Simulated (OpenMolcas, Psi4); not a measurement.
## TiHCl3O (SMILES Cl[Ti](Cl)(Cl)O): methods side by side

The species is TiHCl3O (6 atoms), meant as a singlet with charge 0. As SMILES, `Cl[Ti](Cl)(Cl)O`. The coordinates come from a PBE0-D4/def2-TZVP relaxation.

Each level gives the dipole moment (D). The values are calculated.

| level | kind | program | value (D) | CPU time |
| --- | --- | --- | --- | --- |
| HF/def2-SVP | Hartree–Fock | Psi4 | 2.76 | 5.4 s |
| SVWN5/def2-SVP | LDA | OpenMolcas | 2.69 | 43 s |
| PBE/def2-SVP | GGA | OpenMolcas | 2.71 | 49 s |
| M06-L/def2-SVP | meta-GGA | OpenMolcas | 2.82 | 61 s |
| M06-2X/def2-SVP | hybrid meta-GGA | OpenMolcas | 2.75 | 53 s |
| wB97X-D/def2-SVP (density fitting) | range-separated hybrid | Psi4 | 2.81 | 11 s |

The values span 2.69 to 2.82 D. Magnitudes only. Times are those of the runs behind each value, whatever else they computed, on shared processors of several kinds: orders of magnitude only.
